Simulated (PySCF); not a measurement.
H2MgO2, SMILES [OH][Mg][OH].

Geometry: PBE-D3(BJ)/def2-TZVP. One conformer was computed; it need not be the lowest.

Two levels are set side by side: TDA-PBE/def2-SVPD (PySCF) and TDA-LC-ωPBE/def2-SVPD (PySCF). Vertical, same geometry. The lowest singlet is HOMO→LUMO 99 % with PBE and HOMO→LUMO 84 % with the other functional; states are paired by order. Differences are taken from unrounded values.

```csv
quantity,TDA-LC-ωPBE,TDA-PBE,TDA-PBE minus TDA-LC-ωPBE
lowest singlet excitation (eV),6.06,4.52,-1.54
lowest triplet excitation (TDA) (eV),5.69,4.29,-1.40
first bright state (f over 0.05) (eV),6.15,4.89,-1.26
its oscillator strength,0.05,0.09,0.03
```

Functionals without exact exchange tend to place singlet excitations lower, as here. Differences between two approximate levels are no errors against the true value.

Rough cost on one machine, each run with all the roots and properties that it gave: TDA-LC-ωPBE against TDA-PBE within a factor of 2.
